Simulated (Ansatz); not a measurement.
Mulliken charges of C2H5NOZn (`[NH2][Zn][CH2]C=O`) from r2SCAN/def2-TZVPP in Ansatz (PBE0-D4/def2-TZVP geometry).

```tsv
atom	x (Å)	y (Å)	z (Å)	charge (e)
N1	-2.421	0.979	0.304	-0.481
Zn2	-0.851	0.157	-0.086	0.343
C3	0.774	-0.755	-0.669	-0.180
C4	1.885	-0.333	0.199	0.162
O5	2.616	0.606	-0.005	-0.342
H6	-3.048	0.547	0.968	0.147
H7	-2.416	1.975	0.471	0.150
H8	0.588	-1.829	-0.596	0.080
H9	0.943	-0.455	-1.706	0.099
H10	2.013	-0.941	1.124	0.022
```

Question: By hand: the dipole of these point charges (1 e Å = 4.8032 D).

Answer: Σ q r = (-0.482, -0.378, 0.000) e Å, of length 0.613 e Å = 2.94 D.

Question: How does the dipole of the full density compare? (Best estimate.)

Answer: The calculation gave: (-0.539, -0.345, 0.125) e Å, 3.13 D; the point charges give 0.94 times that, at 12° from its direction.

Point charges leave out the atoms' own dipoles, such as those of lone pairs, and Mulliken's split depends on the basis, so the close match here is no proof of good charges.
